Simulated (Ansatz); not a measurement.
Reaction (ligand exchange at the Sn–Cl bond): `[F][Sn]([F])([Cl])[Br]` + HBr → `[F][Sn]([F])([Br])[Br]` + HCl

Gas-phase electronic energies from Ansatz, PBE0-D4/def2-TZVP geometries. CCSD(T)/CBS is the MP2 limit (def2-TZVPP, def2-QZVPP) plus CCSD(T) − MP2 in def2-TZVPP, frozen cores. This one scheme is used for every species. Functionals use def2-TZVPP. def2 core potentials past Kr. For Br, Sn outer-core shells are correlated without core-valence functions, which leaves a few kJ/mol of doubt a bond. Scalar relativity is left out up to krypton.

(1) Is it downhill or uphill in electronic energy at CCSD(T)/CBS, and by how much? (An estimate is asked.)

(2) What do these levels give: BLYP-D4, B97M-V, BHLYP-D4, PBE0, MP2/def2-SVP, CCSD/def2-TZVPP? (Estimate.)

Largest T1 diagnostic among the species: 0.012.

Answers

(1) Ansatz gave: Downhill: ΔE = -17.9 kJ/mol.

(2) The calculation gave: BLYP-D4 -15.6, B97M-V -11.3, BHLYP-D4 -17.5, PBE0 -16.3, MP2/def2-SVP -14.7, CCSD/def2-TZVPP -15.0 kJ/mol.

At CCSD(T), def2-SVP lies +5.2 kJ/mol from the extrapolated value and def2-TZVPP +3.1 kJ/mol. Leaving LDA and LC-ωPBE aside and taking each functional with its dispersion term where it has one, the values spread over 6.2 kJ/mol, from BHLYP-D4 to B97M-V.
